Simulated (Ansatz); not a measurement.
Cost and result for the atomization energy of CH6FNSi2 (`FC1([SiH3])N[SiH2]1`) (11 atoms, 11 bonds).

```xyz
11

F    -0.440    1.210   -1.559
C    -0.052    0.411   -0.480
Si   -1.558   -0.134    0.504
N     1.119    0.894    0.185
Si    1.525   -0.576   -0.569
H    -2.140    1.020    1.244
H    -1.100   -1.153    1.486
H    -2.585   -0.721   -0.391
H     1.111    1.370    1.072
H     2.448   -0.503   -1.720
H     1.674   -1.817    0.227
```

Charge 0, multiplicity 1. Geometry: relaxed with PBE0-D4/def2-TZVP. Program: Ansatz. All runs use 4 threads of an Arm Neoverse V1 on a shared host. Times are those of one run each, without the atoms' runs, and a repeat can differ threefold. Electronic energies, without spin–orbit coupling; frozen cores. CCSD(T)/CBS adds CCSD(T) − MP2 in def2-TZVPP to the MP2 limit, and its time is that of the two runs behind it. T1 = 0.014. B3LYP takes the VWN-RPA correlation (the form of Gaussian; ORCA's B3LYP/G).

CCSD(T)/CBS is a level of theory with its own doubt, some kJ/mol a heavy atom from the limit and from the frozen cores, so smaller differences don't rank the functionals.

```json
{"level": "PBE-D4/def2-TZVPP (with forces)", "functions": "261", "wall time": "2.8 s"}
{"level": "PBE0-D4/def2-TZVPP", "functions": "261", "wall time": "4.2 s"}
{"level": "r2SCAN-D4/def2-TZVPP (with forces)", "functions": "261", "wall time": "6 s"}
{"level": "B3LYP-D4/def2-TZVPP (with forces)", "functions": "261", "wall time": "6 s"}
{"level": "B2PLYP/def2-TZVPP", "functions": "261", "wall time": "7 s"}
{"level": "ωB97X-V/def2-TZVPP", "functions": "261", "wall time": "9.5 s"}
{"level": "ωB97M-V/def2-TZVPP (with forces)", "functions": "261", "wall time": "14 s"}
{"level": "MP2/def2-QZVPP", "functions": "491", "wall time": "29 s"}
{"level": "CCSD(T)/def2-TZVPP", "functions": "261", "wall time": "3 min"}
{"level": "CCSD(T)/CBS(def2)", "functions": "–", "wall time": "3.4 min"}
```

(1) What atomization energy does each give, and how far from CCSD(T)/CBS? (Estimate.)

Results:

(1) Computed: 
| level | atomization (kcal/mol) | difference from CCSD(T)/CBS | per bond |
| --- | --- | --- | --- |
| PBE-D4/def2-TZVPP (with forces) | 880.1 | 15.9 | 1.5 |
| PBE0-D4/def2-TZVPP | 861.8 | -2.4 | -0.2 |
| r2SCAN-D4/def2-TZVPP (with forces) | 865.3 | 1.1 | 0.1 |
| B3LYP-D4/def2-TZVPP (with forces) | 865.2 | 1.0 | 0.1 |
| B2PLYP/def2-TZVPP | 852.5 | -11.7 | -1.1 |
| ωB97X-V/def2-TZVPP | 873.1 | 8.9 | 0.8 |
| ωB97M-V/def2-TZVPP (with forces) | 869.0 | 4.8 | 0.4 |
| MP2/def2-QZVPP | 864.7 | 0.5 | 0.0 |
| CCSD(T)/def2-TZVPP | 836.1 | -28.1 | -2.6 |
| CCSD(T)/CBS(def2) | 864.2 | 0.0 | 0.0 |

The D4 term adds +9.8 kcal/mol with B3LYP and +5.1 kcal/mol with PBE0; it sums over pairs of atoms, weighted by their polarisabilities, and B3LYP, whose exchange is more repulsive, gets the larger term. From PBE to PBE0 (25 % exact exchange), in def2-TZVPP and without D4, the atomization energy moves by −17.4 kcal/mol: exact exchange takes away binding that semilocal exchange gives to molecules. In def2-TZVPP, CCSD(T) changes the Hartree–Fock value by +236.8 kcal/mol (the triples alone add +14.5 kcal/mol) and MP2 by +248.5 kcal/mol; breaking electron pairs costs correlation energy, which Hartree–Fock lacks.
